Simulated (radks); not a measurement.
Q: Species: the thallium ion Tl63+. Configuration: [Ar] (the NIST ground configuration). Method: Dirac Kohn-Sham, LDA (Slater exchange, Perdew-Wang correlation), spin-unpolarised, spherical densities, point nucleus; computed with a radial shooting solver on a logarithmic mesh with Libxc functionals. Some entries of the table are withheld. Estimate them.

orbital  occ.  eigenvalue (eV)  <r^2> (bohr^2)
1s1/2       2        -90402.63             (1)
2s1/2       2              (2)        0.005453
2p1/2       2        -19484.03        0.003840
2p3/2       4        -17387.67        0.004972
3s1/2       2              (3)         0.03158
3p1/2       2              (4)             (5)
3p3/2       4              (6)             (7)

A: 
(1) 1s1/2 <r^2> (bohr^2): 0.0003690
(2) 2s1/2 eigenvalue (eV): -20044.67
(3) 3s1/2 eigenvalue (eV): -7846.962
(4) 3p1/2 eigenvalue (eV): -7634.945
(5) 3p1/2 <r^2> (bohr^2): 0.02821
(6) 3p3/2 eigenvalue (eV): -7087.484
(7) 3p3/2 <r^2> (bohr^2): 0.03296
